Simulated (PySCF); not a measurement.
A side-by-side comparison of computed properties.

First species: N-allylmethylamine, C₄H₉N.
Bonds: C1–C2 (double), C2–C3, C3–N4, N4–C5. Hydrogens: H6, H7 on C1; H8 on C2; H9, H10 on C3; H11 on N4; H12, H13, H14 on C5.

Second species: C3H8GeOSi.
SMILES with atom numbers: `[CH:1]#[C:2][CH2:3][GeH2:4][O:5][SiH3:6]` (hydrogens: H7 on C1; H8, H9 on C3; H10, H11 on Ge4; H12, H13, H14 on Si6)

Levels: wB97X-D/def2-SVPD for dipole moment, HOMO energy, LUMO energy, HOMO–LUMO gap, static isotropic polarisability and electronic spatial extent ⟨r²⟩ about the centre of nuclear charge; TDDFT wB97X-D/def2-SVPD for lowest singlet excitation; PBE0-D3(BJ)/def2-SVP for rotational constant A and rotational constant C. Geometries: PBE0-D3(BJ)/def2-SVP. Each structure is a single optimised conformer of the isolated species, non-relativistic unless stated; the electronic structure was computed with PySCF and density fitting.

The conformers computed, where there is a choice (atom-mapped SMILES and torsion angles):
- `[CH2:1]=[CH:2][CH2:3][NH:4][CH3:5]`: C1–C2–C3–N4 128°, C2–C3–N4–C5 176°
- `[CH:1]#[C:2][CH2:3][GeH2:4][O:5][SiH3:6]`: C2–C3–Ge4–O5 -179°, C3–Ge4–O5–Si6 -65°

| property | column X | column Y |
| --- | --- | --- |
| dipole moment | 0.68 D | 0.89 D |
| HOMO energy | -9.36 eV | -8.40 eV |
| LUMO energy | 1.52 eV | 2.03 eV |
| HOMO–LUMO gap | 10.88 eV | 10.43 eV |
| lowest singlet excitation | 6.41 eV | 6.11 eV |
| static isotropic polarisability | 94.6 au | 61.4 au |
| electronic spatial extent ⟨r²⟩ about the centre of nuclear charge | 1450 bohr² | 604 bohr² |
| rotational constant A | 5.374 GHz | 21.184 GHz |
| rotational constant C | 0.773 GHz | 2.179 GHz |

**Question.** Which column belongs to which species?

**Answer.** Column X is the second species and column Y the first. The first has 14 atoms and 40 electrons, the second 14 and 80.

**Question.** How does each property change from the first species to the second?

**Answer.** dipole moment -0.21 D; HOMO energy -0.96 eV; LUMO energy -0.51 eV; HOMO–LUMO gap +0.45 eV; lowest singlet excitation +0.30 eV; static isotropic polarisability +33.2 au; electronic spatial extent ⟨r²⟩ about the centre of nuclear charge +846 bohr²; rotational constant A -15.810 GHz; rotational constant C -1.406 GHz.

On the first: In atomic units the dipole is 0.35 e·bohr (1 au = 2.5417 D). No computed singlet falls in the visible range (750 to 380 nm, 1.65 to 3.26 eV); S1 lies 2.85 eV above its blue end.

On the second: The polarisability is 14.01 Å³ as a volume (1 au = 0.148185 Å³), or 1.18 au for each of the 80 electrons. The calculation is non-relativistic and has no spin–orbit coupling, an omission that weighs most on germanium.
